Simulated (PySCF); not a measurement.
Towards the basis-set limit for KLi

State: ¹Σ⁺, singlet, closed shell. De refers to K + Li. RHF-based CCSD(T) in PySCF 2.14 with K cc-pwCVDZ-X2C, Li aug-cc-pVDZ-DK and K cc-pwCVTZ-X2C, Li aug-cc-pVTZ-DK (frozen core orbitals: 6; spin-free X2C with a Gaussian nucleus). Correlation energies are extrapolated as n⁻³ (n = 2, 3), Hartree–Fock as (n+1)·exp(−9√n). CV is the change on freezing 5 orbitals instead, in K cc-pwCVTZ-X2C, Li cc-pCVTZ-DK.

```
         Level  Re (Å)  ωe (cm⁻¹)  ωexe (cm⁻¹)  αe (cm⁻¹)  De (eV)
    CCSD(T)/DZ  3.3765      200.4         1.14    0.00185    0.723
    CCSD(T)/TZ  3.3359      207.4          n/a    0.00177    0.759
        HF/CBS  3.5034      199.3        0.822    0.00138   -0.003
       MP2/CBS  3.3281      214.9        0.961    0.00152    0.566
      CCSD/CBS  3.3394      210.8          n/a    0.00164    0.733
   CCSD(T)/CBS  3.3215      209.7          n/a    0.00173    0.770
CCSD(T)/CBS+CV  3.3112      210.6          n/a    0.00173    0.773
```

How much is left between CCSD(T)/TZ and the basis-set limit, and how much do the triples give at the limit?

CCSD(T)/CBS less CCSD(T)/TZ: -14.4 mÅ in Re, +2.3 cm⁻¹ in ωe and +0.011 eV in De. CCSD(T)/CBS less CCSD/CBS: -17.9 mÅ in Re, -1.1 cm⁻¹ in ωe and +0.037 eV in De.

What do the later terms add?

CV: -10.3 mÅ in Re, +0.9 cm⁻¹ in ωe and +0.003 eV in De, each against the row above.

The T1 diagnostic is 0.014. The open-shell atoms are computed with UHF. Spin–orbit coupling, excitations beyond (T) and corrections to the Born–Oppenheimer picture are left out.

The whole job (state search and all basis sets along the bond) took about 2.8 min on 4 threads of AMD EPYC 7R43 64-Core (shared host), peak memory 2.5 GiB.
